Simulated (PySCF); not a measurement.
CHAlClNO2, SMILES O=C=[N][Al]([OH])[Cl].

The structure is a stationary point at PBE0-D3(BJ)/def2-SVP. One conformer was computed; it need not be the lowest.

These are ωB97X/def2-TZVP in PySCF values and carry that method's errors.

The molecule is in vacuum.

```yaml
total_energy: -946.78919 hartree
point_group: Cs
highest_occupied_level: -11.25 eV
lowest_empty_level: 1.11 eV
orbital_gap: 12.37 eV
dipole_moment: 1.88 D
quadrupole, principal values (traceless, Buckingham form, about the centre of nuclear charge): -17.37, 8.37, 9.00 D·Å
mean_static_polarisability: 54.2 bohr³ (8.02 Å³)
polarisability_principal_values: 37.6, 49.0, 75.8 bohr³
```
